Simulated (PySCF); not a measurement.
C₃H₂F₃, SMILES C=C(F)[C](F)F, multiplicity 2.

The structure is a stationary point at B3LYP-D3(BJ)/def2-SVP. The isomer is the one that the SMILES or the coordinates give; other isomers of the formula were not compared. The values are those of a single conformer.

These are TDA-PBE/def2-SVPD in PySCF values and carry that method's errors.

Vertical excitations. 

Computed excitation energies, oscillator strengths and character:
| state | energy (eV) | λ (nm) | f | main pairs |
|---|---|---|---|---|
| root 1 | 3.59 | 345 | 0.013 | α HOMO→LUMO+1 27 %, β HOMO→LUMO 72 % |
| root 2 | 4.44 | 279 | 0.000 | α HOMO→LUMO 100 % |
| root 3 | 5.07 | 245 | 0.001 | α HOMO→LUMO+2 100 % |
| root 4 | 5.45 | 227 | 0.010 | α HOMO→LUMO+3 99 % |
| root 5 | 6.06 | 204 | 0.000 | β HOMO−1→LUMO 99 % |
| root 6 | 6.07 | 204 | 0.391 | α HOMO→LUMO+1 61 %, β HOMO→LUMO 20 % |
| root 7 | 6.37 | 195 | 0.000 | α HOMO→LUMO+4 97 % |
| root 8 | 6.75 | 184 | 0.000 | β HOMO−2→LUMO 94 % |
| root 9 | 6.78 | 183 | 0.026 | α HOMO−1→LUMO+1 46 %, β HOMO→LUMO+3 45 % |
| root 10 | 6.80 | 182 | 0.005 | α HOMO−1→LUMO 5 %, β HOMO→LUMO+1 92 % |
Unrestricted roots are not spin-pure.
